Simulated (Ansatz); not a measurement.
Ansatz (a program for electronic structure) input for Al(F)(Br)(NH2) (AlBrFH2N), SMILES [NH2][Al]([F])[Br], PBE0-D3(BJ)/def2-SVP. 

Ansatz 0.2 input:
```yaml
crystal:
  periodic: [false, false, false]
  atoms:
    - {symbol: Al, position_ang: [0.08048884, -0.94434719, 0.00000000]}
    - {symbol: F, position_ang: [1.56158978, -1.66098703, -0.00000000]}
    - {symbol: Br, position_ang: [-0.04700838, 1.29084125, -0.00000000]}
    - {symbol: N, position_ang: [-1.38831084, -1.92094955, -0.00000000]}
    - {symbol: H, position_ang: [-2.33734886, -1.57670880, -0.00000000]}
    - {symbol: H, position_ang: [-1.39984501, -2.93069149, -0.00000000]}
basis:
  gaussian:
    orbitals: def2-SVP
hamiltonian:
  xc: pbe0
  dispersion: d3bj
relax: {f_tol: 0.002, max_steps: 200}
```

Output:

```
WARN ansatz: RAYON_NUM_THREADS=1 ignored (pool sized by the plan → 1); use --threads N
Functional definition: PBE0
integrals: 0.03 GiB planned
898 factors; integrals over basis functions are off by at most 5.8e-4 eV
mean field: 0.36 GiB planned
mean field evaluation 1: about -80851.0937 eV, gradient 6.1e1 eV
mean field evaluation 2: about -80838.9875 eV, gradient 9.3e1 eV
mean field evaluation 4: about -80858.2018 eV, gradient 5.4e0 eV
mean field evaluation 8: about -80858.2619 eV, gradient 3.6e-2 eV
mean field evaluation 16: about -80858.2619 eV, gradient 2.5e-5 eV
mean field -80858.26185498 eV, -2971.4863154722 hartree, gradient 2.5e-5 eV, S^2 0.000000; 0 other end points of the search recorded, 0 dependent functions left out
the calculation of the forces begins
reference -80858.26188193 eV, -2971.4863164624 hartree; 33, 33 occupied and 55, 55 virtual orbitals, 898 factors
relax step   1: F+E_penalty+E_count = -80858.36017534 eV  Δ(F+E_penalty+E_count) = +0.000e0 eV  max|allowed force component| = 7.176e-1 eV/Å  Δτ_max = 0.0000 Å  (27 SCF iters, accepted)
these checks for a lower state are left out or cut short: starts, cluster_reference, orbital_swaps, neighbouring_geometries, increment
integrals: 0.03 GiB planned
898 factors; integrals over basis functions are off by at most 5.9e-4 eV
mean field: 0.36 GiB planned
mean field -80858.26803361 eV, -2971.4865425327 hartree, gradient 8.0e-6 eV, S^2 0.000000; 0 other end points of the search recorded, 0 dependent functions left out
the calculation of the forces begins
reference -80858.26806052 eV, -2971.4865435217 hartree; 33, 33 occupied and 55, 55 virtual orbitals, 898 factors
relax step   2: F+E_penalty+E_count = -80858.36637637 eV  Δ(F+E_penalty+E_count) = -6.201e-3 eV  max|allowed force component| = 3.722e-1 eV/Å  Δτ_max = 0.0087 Å  (30 SCF iters, accepted)
these checks for a lower state are left out or cut short: starts, cluster_reference, orbital_swaps, neighbouring_geometries, increment
integrals: 0.03 GiB planned
898 factors; integrals over basis functions are off by at most 5.9e-4 eV
mean field: 0.36 GiB planned
mean field evaluation 32: about -80858.2702 eV, gradient 8.1e-6 eV
mean field -80858.27023613 eV, -2971.4866234737 hartree, gradient 8.1e-6 eV, S^2 0.000000; 0 other end points of the search recorded, 0 dependent functions left out
the calculation of the forces begins
reference -80858.27026297 eV, -2971.4866244602 hartree; 33, 33 occupied and 55, 55 virtual orbitals, 898 factors
relax step   3: F+E_penalty+E_count = -80858.36860923 eV  Δ(F+E_penalty+E_count) = -2.233e-3 eV  max|allowed force component| = 3.560e-2 eV/Å  Δτ_max = 0.0084 Å  (30 SCF iters, accepted)
these checks for a lower state are left out or cut short: starts, cluster_reference, orbital_swaps, neighbouring_geometries, increment
integrals: 0.03 GiB planned
898 factors; integrals over basis functions are off by at most 5.9e-4 eV
mean field: 0.36 GiB planned
mean field -80858.27027453 eV, -2971.4866248850 hartree, gradient 3.3e-5 eV, S^2 0.000000; 0 other end points of the search recorded, 0 dependent functions left out
the calculation of the forces begins
reference -80858.27030138 eV, -2971.4866258715 hartree; 33, 33 occupied and 55, 55 virtual orbitals, 898 factors
relax step   4: F+E_penalty+E_count = -80858.36865105 eV  Δ(F+E_penalty+E_count) = -4.182e-5 eV  max|allowed force component| = 1.880e-2 eV/Å  Δτ_max = 0.0016 Å  (20 SCF iters, accepted)
these checks for a lower state are left out or cut short: starts, cluster_reference, orbital_swaps, neighbouring_geometries, increment
integrals: 0.03 GiB planned
898 factors; integrals over basis functions are off by at most 5.9e-4 eV
mean field: 0.36 GiB planned
mean field -80858.27028281 eV, -2971.4866251890 hartree, gradient 6.3e-5 eV, S^2 0.000000; 0 other end points of the search recorded, 0 dependent functions left out
the calculation of the forces begins
reference -80858.27030965 eV, -2971.4866261755 hartree; 33, 33 occupied and 55, 55 virtual orbitals, 898 factors
relax step   5: F+E_penalty+E_count = -80858.36867871 eV  Δ(F+E_penalty+E_count) = -2.766e-5 eV  max|allowed force component| = 6.847e-3 eV/Å  Δτ_max = 0.0032 Å  (20 SCF iters, accepted)
these checks for a lower state are left out or cut short: starts, cluster_reference, orbital_swaps, neighbouring_geometries, increment
integrals: 0.03 GiB planned
898 factors; integrals over basis functions are off by at most 5.9e-4 eV
mean field: 0.36 GiB planned
mean field -80858.27027528 eV, -2971.4866249125 hartree, gradient 7.6e-5 eV, S^2 0.000000; 0 other end points of the search recorded, 0 dependent functions left out
the calculation of the forces begins
reference -80858.27030213 eV, -2971.4866258991 hartree; 33, 33 occupied and 55, 55 virtual orbitals, 898 factors
relax step   6: F+E_penalty+E_count = -80858.36868579 eV  Δ(F+E_penalty+E_count) = -7.083e-6 eV  max|allowed force component| = 3.144e-3 eV/Å  Δτ_max = 0.0028 Å  (21 SCF iters, accepted)
these checks for a lower state are left out or cut short: starts, cluster_reference, orbital_swaps, neighbouring_geometries, increment
integrals: 0.03 GiB planned
898 factors; integrals over basis functions are off by at most 5.9e-4 eV
mean field: 0.36 GiB planned
mean field -80858.27027372 eV, -2971.4866248552 hartree, gradient 2.6e-5 eV, S^2 0.000000; 0 other end points of the search recorded, 0 dependent functions left out
the calculation of the forces begins
reference -80858.27030057 eV, -2971.4866258418 hartree; 33, 33 occupied and 55, 55 virtual orbitals, 898 factors
relax step   7: F+E_penalty+E_count = -80858.36868711 eV  Δ(F+E_penalty+E_count) = -1.315e-6 eV  max|allowed force component| = 8.956e-5 eV/Å  Δτ_max = 0.0007 Å  (19 SCF iters, accepted)
integrals: 0.03 GiB planned
898 factors; integrals over basis functions are off by at most 5.9e-4 eV
mean field: 0.36 GiB planned
mean field evaluation 64: about -80858.2703 eV, gradient 3.5e-3 eV
mean field -80858.27027372 eV, -2971.4866248552 hartree, gradient 2.6e-5 eV, S^2 0.000000; 1 other end points of the search recorded, 0 dependent functions left out
the calculation of the forces begins
reference -80858.27030057 eV, -2971.4866258418 hartree; 33, 33 occupied and 55, 55 virtual orbitals, 898 factors
Total energy: -80858.36871395 eV, -2971.4902424669 hartree
Atom 0 at     0.065854    -0.942032    -0.000000 Å, force     0.000013     0.000045    -0.000000 eV/Å
Atom 1 at     1.556717    -1.669235     0.000000 Å, force    -0.000040    -0.000030     0.000000 eV/Å
Atom 2 at    -0.052151     1.292408    -0.000000 Å, force    -0.000036    -0.000090     0.000000 eV/Å
Atom 3 at    -1.382617    -1.926120    -0.000000 Å, force    -0.000010     0.000037    -0.000000 eV/Å
Atom 4 at    -2.326619    -1.558307     0.000000 Å, force     0.000020     0.000020     0.000000 eV/Å
Atom 5 at    -1.391618    -2.939556    -0.000000 Å, force     0.000053     0.000017     0.000000 eV/Å
Dipole moment:    -0.481291    -0.274287     0.000000 e Å
```

The run converged.
